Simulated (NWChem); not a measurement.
System: C3H12ClNSi2; SMILES C[Si](C)(C)N[SiH2]Cl

Input file for NWChem:

```
start job
memory heap 200 mb stack 900 mb global 1100 mb
geometry units angstroms noautosym nocenter noautoz
  Si    -0.514423     1.534752     0.557956
  Cl    -1.743758     2.268201    -0.982852
  N      0.476837     0.207947     0.105292
  Si     0.112728    -1.517522    -0.094910
  C      1.497608    -2.505129     0.727261
  C     -1.543951    -1.868685     0.734226
  C      0.033860    -1.950704    -1.932313
  H     -1.443150     1.140980     1.637683
  H      0.349698     2.674622     0.943725
  H      1.373335     0.488337    -0.287458
  H      2.477008    -2.266092     0.293879
  H      1.550321    -2.293332     1.801461
  H      1.342358    -3.584267     0.604048
  H     -1.787394    -2.934179     0.639133
  H     -2.364500    -1.305391     0.274573
  H     -1.527681    -1.628425     1.803245
  H      0.978340    -1.722216    -2.441946
  H     -0.758299    -1.384874    -2.436232
  H     -0.168116    -3.019021    -2.081402
end
basis spherical
  * library 6-31+g*
end
dft
  xc xpbe96 cpbe96
  iterations 150
end
property
  response 1 0.0
end
task dft property
```

Output (shortened):

```
             Northwest Computational Chemistry Package (NWChem) 7.3.0
             --------------------------------------------------------

                             Geometry "geometry" -> ""
                             -------------------------

 Output coordinates in angstroms (scale by  1.889725989 to convert to a.u.)

  No.       Tag          Charge          X              Y              Z
 ---- ---------------- ---------- -------------- -------------- --------------
    1 Si                  14.0000    -0.51442300     1.53475200     0.55795600
    2 Cl                  17.0000    -1.74375800     2.26820100    -0.98285200
    3 N                    7.0000     0.47683700     0.20794700     0.10529200
    4 Si                  14.0000     0.11272800    -1.51752200    -0.09491000
    5 C                    6.0000     1.49760800    -2.50512900     0.72726100
    6 C                    6.0000    -1.54395100    -1.86868500     0.73422600
    7 C                    6.0000     0.03386000    -1.95070400    -1.93231300
    8 H                    1.0000    -1.44315000     1.14098000     1.63768300
    9 H                    1.0000     0.34969800     2.67462200     0.94372500
   10 H                    1.0000     1.37333500     0.48833700    -0.28745800
   11 H                    1.0000     2.47700800    -2.26609200     0.29387900
   12 H                    1.0000     1.55032100    -2.29333200     1.80146100
   13 H                    1.0000     1.34235800    -3.58426700     0.60404800
   14 H                    1.0000    -1.78739400    -2.93417900     0.63913300
   15 H                    1.0000    -2.36450000    -1.30539100     0.27457300
   16 H                    1.0000    -1.52768100    -1.62842500     1.80324500
   17 H                    1.0000     0.97834000    -1.72221600    -2.44194600
   18 H                    1.0000    -0.75829900    -1.38487400    -2.43623200
   19 H                    1.0000    -0.16811600    -3.01902100    -2.08140200

 Effective nuclear repulsion energy (a.u.)     539.1607172503

  pbe96 is a nonlocal functional; adding pw91lda local functional.
                              NWChem Property Module
                              ----------------------

                                 NWChem DFT Module
                                 -----------------

 Summary of "ao basis" -> "ao basis" (spherical)
 ------------------------------------------------------------------------------
       Tag                 Description            Shells   Functions and Types
 ---------------- ------------------------------  ------  ---------------------
 Si                         6-31+g*                 10       22   5s4p1d
 Cl                         6-31+g*                 10       22   5s4p1d
 N                          6-31+g*                  8       18   4s3p1d
 C                          6-31+g*                  8       18   4s3p1d
 H                          6-31+g*                  2        2   2s

            General Information
            -------------------
          SCF calculation type: DFT
          Wavefunction type:  closed shell.
          No. of atoms     :    19
          No. of electrons :    82
           Alpha electrons :    41
            Beta electrons :    41
          Charge           :     0
          Spin multiplicity:     1
          Use of symmetry is: off; symmetry adaption is: off
          Maximum number of iterations: 150
          AO basis - number of functions:   162
                     number of shells:    86
          Convergence on energy requested:  1.00D-06
          Convergence on density requested:  1.00D-05
          Convergence on gradient requested:  5.00D-04

              XC Information
              --------------
          PerdewBurkeErnzerhof Exchange Functional  1.000
            Perdew 1991 LDA Correlation Functional  1.000 local
           PerdewBurkeErnz. Correlation Functional  1.000 non-local

             Grid Information
             ----------------
          Grid used for XC integration:  medium
          Radial quadrature: Mura-Knowles
          Angular quadrature: Lebedev.
          Tag              B.-S. Rad. Rad. Pts. Rad. Cut. Ang. Pts.
          ---              ---------- --------- --------- ---------
          Si                  1.10       88          15.0       590
          Cl                  1.00       88          17.0       590
          N                   0.65       49          12.0       434
          C                   0.70       49          16.0       434
          H                   0.35       45          17.0       434
          Grid pruning is: on
          Number of quadrature shells:  1000
          Spatial weights used:  Erf1

      Superposition of Atomic Density Guess
      -------------------------------------

 Sum of atomic energies:       -1210.35170796

      Non-variational initial energy
      ------------------------------

 Total energy =   -1214.040852
 1-e energy   =   -2740.452864
 2-e energy   =     987.251295
 HOMO         =      -0.339037
 LUMO         =       0.015731

[...]

 DFT Linear Response polarizability / au
 Frequency  =       0.0000000 / au
              X              Y              Z
 -----------------------------------------------
 X     102.9711643    -10.1331578      4.9999327
 Y     -10.1331592    114.5084623     -2.0887080
 Z       4.9999058     -2.0886680    103.0332934
 -----------------------------------------------
 Eigenvalues =      95.5008309    121.4381544    103.5739346
 Isotropic   =     106.8376400
 Anisotropic =      22.9896727
 -----------------------------------------------

 Magnetic Dipole Response Matrix (nonzero elements):

 Exiting AOResponse driver routine
```

Level: PBE/6-31+G* (spherical d). Coordinates come from a B3LYP/6-31G* (spherical d) optimisation. No frequency run checked for a minimum.
